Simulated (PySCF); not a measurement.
HSE06 on Hg³⁺ (mercury, charge +3)

Configuration: [Xe] 4f14 5d9, 2D determinant. Calculation: PySCF 2.14, in ANO-RCC-VTZP; scalar relativity by spin-free X2C-1e.

* Total energy: -19622.30 hartree
* One-electron energy: -26786.97 hartree
* Hartree (Coulomb) energy: 7541.73 hartree
* Exchange-correlation energy: -377.06 hartree
* ⟨S²⟩: 0.7526
* ⟨L²⟩: 6.019
* Sum of ⟨r⟩: 38.69 bohr
* Sum of ⟨r²⟩: 37.52 bohr²
* Traceless quadrupole moment −½Σ⟨3z² − r²⟩ along its main axis: -0.467 e·bohr²
* Langevin diamagnetic susceptibility: -29.7 ×10⁻⁶ cm³/mol
* Time after the integrals: about 70 core-seconds

```json
{"shell": "1s β", "electrons": "1", "mean orbital energy (hartree)": "-3051.98350", "spread (hartree)": "0", "rms radius, mean of both spins (bohr)": "0.0187"}
{"shell": "1s α", "electrons": "1", "mean orbital energy (hartree)": "-3051.98346", "spread (hartree)": "0", "rms radius, mean of both spins (bohr)": "0.0187"}
{"shell": "2s α", "electrons": "1", "mean orbital energy (hartree)": "-543.38601", "spread (hartree)": "0", "rms radius, mean of both spins (bohr)": "0.0756"}
{"shell": "2s β", "electrons": "1", "mean orbital energy (hartree)": "-543.38210", "spread (hartree)": "0", "rms radius, mean of both spins (bohr)": "0.0756"}
{"shell": "2p α", "electrons": "3", "mean orbital energy (hartree)": "-470.97714", "spread (hartree)": "0.00698", "rms radius, mean of both spins (bohr)": "0.0694"}
{"shell": "2p β", "electrons": "3", "mean orbital energy (hartree)": "-470.97363", "spread (hartree)": "0.00300", "rms radius, mean of both spins (bohr)": "0.0694"}
{"shell": "3s α", "electrons": "1", "mean orbital energy (hartree)": "-130.61907", "spread (hartree)": "0", "rms radius, mean of both spins (bohr)": "0.193"}
{"shell": "3s β", "electrons": "1", "mean orbital energy (hartree)": "-130.61771", "spread (hartree)": "0", "rms radius, mean of both spins (bohr)": "0.193"}
{"shell": "3p α", "electrons": "3", "mean orbital energy (hartree)": "-109.48867", "spread (hartree)": "0.01278", "rms radius, mean of both spins (bohr)": "0.195"}
{"shell": "3p β", "electrons": "3", "mean orbital energy (hartree)": "-109.48709", "spread (hartree)": "0.01117", "rms radius, mean of both spins (bohr)": "0.195"}
{"shell": "3d α", "electrons": "5", "mean orbital energy (hartree)": "-86.22005", "spread (hartree)": "0.01406", "rms radius, mean of both spins (bohr)": "0.178"}
{"shell": "3d β", "electrons": "5", "mean orbital energy (hartree)": "-86.21688", "spread (hartree)": "0.00999", "rms radius, mean of both spins (bohr)": "0.178"}
{"shell": "4s α", "electrons": "1", "mean orbital energy (hartree)": "-30.06106", "spread (hartree)": "0", "rms radius, mean of both spins (bohr)": "0.424"}
{"shell": "4s β", "electrons": "1", "mean orbital energy (hartree)": "-30.05681", "spread (hartree)": "0", "rms radius, mean of both spins (bohr)": "0.424"}
{"shell": "4p α", "electrons": "3", "mean orbital energy (hartree)": "-23.05880", "spread (hartree)": "0.02553", "rms radius, mean of both spins (bohr)": "0.452"}
{"shell": "4p β", "electrons": "3", "mean orbital energy (hartree)": "-23.05470", "spread (hartree)": "0.02126", "rms radius, mean of both spins (bohr)": "0.452"}
{"shell": "4d α", "electrons": "5", "mean orbital energy (hartree)": "-14.45116", "spread (hartree)": "0.03147", "rms radius, mean of both spins (bohr)": "0.482"}
{"shell": "4d β", "electrons": "5", "mean orbital energy (hartree)": "-14.44577", "spread (hartree)": "0.01995", "rms radius, mean of both spins (bohr)": "0.482"}
{"shell": "5s α", "electrons": "1", "mean orbital energy (hartree)": "-5.78100", "spread (hartree)": "0", "rms radius, mean of both spins (bohr)": "0.959"}
{"shell": "5s β", "electrons": "1", "mean orbital energy (hartree)": "-5.74950", "spread (hartree)": "0", "rms radius, mean of both spins (bohr)": "0.959"}
{"shell": "4f α", "electrons": "7", "mean orbital energy (hartree)": "-5.01032", "spread (hartree)": "0.02890", "rms radius, mean of both spins (bohr)": "0.529"}
{"shell": "4f β", "electrons": "7", "mean orbital energy (hartree)": "-5.00494", "spread (hartree)": "0.02252", "rms radius, mean of both spins (bohr)": "0.529"}
{"shell": "5p α", "electrons": "3", "mean orbital energy (hartree)": "-3.86524", "spread (hartree)": "0.05371", "rms radius, mean of both spins (bohr)": "1.10"}
{"shell": "5p β", "electrons": "3", "mean orbital energy (hartree)": "-3.82432", "spread (hartree)": "0.00682", "rms radius, mean of both spins (bohr)": "1.10"}
{"shell": "5d α", "electrons": "5", "mean orbital energy (hartree)": "-1.63250", "spread (hartree)": "0.06384", "rms radius, mean of both spins (bohr)": "1.49"}
{"shell": "5d β", "electrons": "4", "mean orbital energy (hartree)": "-1.60181", "spread (hartree)": "0.03443", "rms radius, mean of both spins (bohr)": "1.49"}
```

Spin-orbit coupling, absent here, splits the open shell strongly.

Densities and radii are taken from the X2C orbitals without a picture-change correction, which distorts them close to the nucleus.
